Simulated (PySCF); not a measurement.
Dipole response of Mn²⁺ (manganese, charge +2)

[Ar] 3d4 4s1, high-spin 6D determinant (an excited configuration). All numbers are calculated (PySCF 2.14, scalar relativity by spin-free X2C-1e, in x2c-TZVPPall with one added diffuse shell each of s, p, d, f type (7s6p5d3f1g, 80 functions)). Coupled (time-dependent) response in atomic units; α is the mean over directions.

```tsv
method	mean α (bohr³)	α xx, yy, zz	C₆ (like pair)	S(−4)
UHF	23.77	24.14, 24.14, 23.03	100.9	534.0
PBE	18.40	18.68, 18.68, 17.84	74.14	295.8
PBE0	19.66	19.98, 19.98, 19.00	79.99	346.1
```

S(−4) is the Cauchy moment in α(ω) = α(0) + S(−4) ω² + …

α(iu) at PBE0:

| u (hartree) | α(iu) (bohr³) |
| --- | --- |
| 0 | 19.66 |
| 0.0500 | 18.83 |
| 0.100 | 16.77 |
| 0.200 | 11.93 |
| 0.300 | 8.420 |
| 0.500 | 4.903 |
| 0.750 | 3.151 |
| 1.00 | 2.327 |
| 1.50 | 1.526 |
| 2.00 | 1.116 |
| 3.00 | 0.6819 |
| 5.00 | 0.3290 |

A single London oscillator, α(iu) = α/(1 + u²/ω²), gives C₆ = (3/4) ω α². Matching the computed C₆ needs ω = 4 × 79.99 / (3 × 19.66²) = 0.276 hartree.

For an ion, C₆ is the dispersion term alone; charge-induced terms of lower order in 1/R come first.

The components differ because the open shell of this determinant is not spherical; for a pure term their mean is the scalar polarisability.
